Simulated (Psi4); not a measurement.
Cl$_{2}$Sn, singlet, at a GFN2-xTB geometry (such geometries of metal compounds can be far from the true shape) (core potentials on Sn). Base run: R2SCAN/def2-SVP run with Psi4.

The Psi4 input:
```
memory 2 GB

molecule mol {
0 1
Sn    0.010277   -0.010204    0.621629
Cl    1.125952    1.426396   -0.909856
Cl   -1.156178   -1.396384   -0.918465
}

set {
  basis def2-svp
  reference rks
}

energy('r2scan')
print_variables()
```

Variants of this job, named by their change:

| change | ΔE vs base (mEh) | point group used | SCF cycles |
|---|---|---|---|
| base | 0.000 | cs | 9 |
| jitter_ang = 0.002 | -0.009 | cs | 9 |
| molecule keys = symmetry c1, no_reorient, no_com | 0.000 | c1 | 8 |
| molecule keys = symmetry c1 | 0.000 | c1 | 9 |
| molecule keys = no_reorient | 0.000 | c1 | 9 |
